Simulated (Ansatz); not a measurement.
Compare A (`C=C(F)B(O)F`) with its isomer B (`O=CC(F)BF`).

Gas-phase electronic energies from Ansatz, PBE0-D4/def2-TZVP geometries. CCSD(T)/CBS is the MP2 limit (def2-TZVPP, def2-QZVPP) plus CCSD(T) − MP2 in def2-TZVPP, frozen cores. Functionals use def2-TZVPP. B3LYP here is the variant with VWN-RPA as its local correlation; programs differ in this. Each species was taken in one conformer, which may not be the lowest.

(1) Which is lower in electronic energy at CCSD(T)/CBS, and by how much? (Best estimate.)

(2) Give E(B) − E(A) in kcal/mol with PBE-D4, B3LYP-D4, HF/def2-TZVPP, CCSD(T)/def2-TZVPP, B3LYP, r2SCAN-D4, PBE0-D4. (Estimate.)

Largest T1 diagnostic: 0.015.

## Answers

(1) Computed: A, by 51.2 kcal/mol.

(2) The calculation gave: PBE-D4 48.2, B3LYP-D4 49.5, HF/def2-TZVPP 48.1, CCSD(T)/def2-TZVPP 50.1, B3LYP 49.4, r2SCAN-D4 50.3, PBE0-D4 49.5. None reverses the order clearly.

In def2-TZVPP, CCSD(T) changes the Hartree–Fock value by +2.1 kcal/mol (the triples alone add +0.1 kcal/mol) and MP2 by +2.9 kcal/mol. From PBE to PBE0 (25 % exact exchange), in def2-TZVPP and without D4, E(B) − E(A) moves by +1.3 kcal/mol.
